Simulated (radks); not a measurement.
Question: Valence configurations of the europium ion Eu3+ (all share [Xe]). All-electron calculation, Dirac Kohn-Sham, PBE, spin-unpolarised, spherical densities, finite nucleus; open shells are shared between the two j in proportion to 2j + 1; Fermi nuclear charge, rms radius 5.1115 fm. Program: a radial shooting solver on a logarithmic mesh with Libxc functionals. Order these by energy: 4f6; 4f4 6p2; 4f5 6p1; 4f5 6s1; 4f4.5 5d1 6p0.5; 4f4 5d2; 4f3 5d2 6p1; 4f3 5d2 6s1; 4f5 5d1.

Answer: From the lowest, in eV above it: 4f6 0.000; 4f5 5d1 11.018; 4f5 6s1 14.578; 4f5 6p1 20.093; 4f4.5 5d1 6p0.5 23.258; 4f4 5d2 27.582; 4f4 6p2 49.727; 4f3 5d2 6s1 56.114; 4f3 5d2 6p1 62.079. NIST lists [Xe] 4f6 as the ground configuration; this level of theory agrees among the configurations tried. The energies are those of spherical spin-averaged densities, not of single terms.
